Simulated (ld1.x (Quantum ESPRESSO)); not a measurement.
## Logarithmic derivatives: Ge, ultrasoft

* Element: Ge (Z = 32)
* Generator: ld1.x (Quantum ESPRESSO) 7.5
* Type: ultrasoft
* Functional: LDA (PZ)
* Relativity: scalar-relativistic
* Frozen core: [Ar] 3d10
* Valence charge: 4
* Reference configuration: 4s2 4p2
* Partial waves: 4s (bound): rcut 1.25, rcutus 1.75 bohr; 4s channel at 3.2 Ry: rcut 1.25, rcutus 1.75 bohr; 4p (bound): rcut 1.90, rcutus 2.15 bohr; 4p channel at 0.7 Ry: rcut 1.90, rcutus 2.15 bohr
* Local potential: all-electron potential smoothed inside 1.95 bohr (lloc = -1)
* Core correction: Bessel-smoothed model core, default radius (core density twice the valence density)
* Augmentation charge: built from norm-conserving waves at rcut, not smoothed further

The phase is arctan(r·u′/u) with u = r·R(r), unwrapped; energies in Ry, scanned from -3 to 5 Ry. A pole is an energy at which the radial function vanishes at the test radius. The pseudo phase is shifted by a multiple of π to meet the all-electron one at the reference energy, and phase errors are pseudo minus all-electron; the curves can meet again beyond the range given. Levels narrower than the energy grid can be missing from the lists of poles.

Problem. For each channel, where are the poles, and over which energies does the pseudopotential scatter like the atom?

Solution.

```csv
channel,radius (bohr),reference energy (Ry),"poles, all-electron","poles, pseudo",unbroken range about the reference energy with phases within 0.05 rad,phase error 1 Ry above the reference energy (rad)
s,2.35,-0.88,0.58,0.58,the whole range,-0.000
p,2.35,-0.30,1.86,1.86,the whole range,+0.000
```

Phases in the p channel:

| E (Ry) | all-electron | pseudo |
| --- | --- | --- |
| -3.00 | 1.281 | 1.281 |
| -2.52 | 1.243 | 1.243 |
| -2.04 | 1.187 | 1.187 |
| -1.56 | 1.094 | 1.094 |
| -1.08 | 0.911 | 0.911 |
| -0.60 | 0.448 | 0.448 |
| -0.12 | -0.544 | -0.544 |
| 0.36 | -1.148 | -1.148 |
| 0.84 | -1.377 | -1.377 |
| 1.32 | -1.492 | -1.492 |
| 1.80 | -1.564 | -1.563 |
| 2.28 | -1.617 | -1.617 |
| 2.76 | -1.664 | -1.663 |
| 3.24 | -1.710 | -1.708 |
| 3.72 | -1.762 | -1.759 |
| 4.20 | -1.829 | -1.824 |
| 4.68 | -1.927 | -1.920 |
